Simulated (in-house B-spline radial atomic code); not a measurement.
Results of a calculation; reference values are marked as such.
Building a PAW d channel for Pd, r_c = 1.07 bohr

Pd, [Kr] 4d10, non-relativistic LDA (VWN5), spherical and spin-unpolarised, from an all-electron radial atomic-structure program (B-spline basis) (atomic units; all potentials screened as in the neutral atom).

Two all-electron partial waves φ1, φ2 are integrated outwards at E1 = ε(4d) = -0.160771 and E2 = E1 + 1 hartree; φ1 is the bound orbital and φ2 has unit norm inside r_c = 1.0669 bohr. Smooth partners are polynomials, r^3(a0 + a1 r² + a2 r⁴ + a3 r⁶), matched to φ and three derivatives at r_c, with no condition on the norm. The local potential is -30.6775 + (61.1875) r² + (-52.0817) r⁴ + (16.6936) r⁶ inside 0.8735 bohr and the all-electron one outside.

| wave | φ(r_c) | φ'(r_c) | a0 | a1 | a2 | a3 |
| --- | --- | --- | --- | --- | --- | --- |
| 1 | 0.8430105 | 0.05388328 | 3.438817 | -4.576384 | 2.471254 | -0.4999909 |
| 2 | 1.381141 | -1.167888 | 7.370482 | -10.54077 | 5.800834 | -1.187144 |

Inside r_c the overlaps are <φi φj> = [[0.28177, 0.52948], [0.52948, 1.00000]] and, for the smooth waves, [[0.26398, 0.49359], [0.49359, 0.92710]]. With χj = (Ej − T − V_local) applied to smooth wave j, the program's quadrature gives the matrix B_ij = <smooth i, χj> as [[0.39456, 0.76991], [0.80580, 1.58018]].

Problem. Check the match of the first wave, and find the augmentation charges q_ij.

Solution. At r_c the four terms are 4.17619, -6.32617, 3.88851, -0.89552, which sum to 0.8430, φ1(r_c) to rounding. q_ij is the all-electron overlap less the smooth one: [[0.01779, 0.03589], [0.03589, 0.07290]]. The smooth first wave has a norm of 0.2640 inside r_c against 0.2818, and q11 > 0 puts back the missing charge.

Problem. B isn't symmetric. Show that D_ij = B_ij + Ej q_ij is.

Solution. Integrating by parts gives B12 − B21 = (E1 − E2) q12: 0.76991 − (0.80580) = -0.03589, and −1 × (0.03589) = -0.03589. So D12 = 0.76991 + (0.839229)(0.03589) = 0.80003 and D21 = 0.80580 + (-0.160771)(0.03589) = 0.80003; D11 = 0.39170, D22 = 1.64136. The projectors, p = (B⁻¹)ᵀ χ, are dual to the smooth waves; det B = 0.0031, small beside B11 B22, as the two smooth waves look alike inside r_c.

Solving (T + V_local + Σ p D p) ψ = E (1 + Σ p q p) ψ in a sphere of 9 bohr, whose wall lifts the free-atom level a little, gives these levels:

| all-electron | one projector | two projectors |
| --- | --- | --- |
| -0.160743 | -0.160743 | -0.160743 |
| 0.144796 | 0.144773 | 0.144796 |
| 0.432959 | 0.432779 | 0.432959 |
| 0.867446 | 0.866679 | 0.867446 |
| 1.441000 | 1.438630 | 1.441000 |

Problem. What does the second projector gain?

Solution. With one projector the errors are 0.00, -0.02, -0.18, -0.77, -2.37 millihartree. With two the errors are 0.00, 0.00, 0.00, 0.00, 0.00 millihartree. The scattering is exact at E1 and at E2 = 0.839, and over all levels compared the largest error is under 0.01 millihartree. The lowest eigenvalue of the overlap operator is 1 with one and 1 with two projectors. The smooth orbital alone needs a cutoff of 28 hartree for 1 millihartree of kinetic energy, against 40.9 for a norm-conserving Troullier-Martins orbital of the same radius; part of the gain comes from giving up the norm, part from the simpler form.
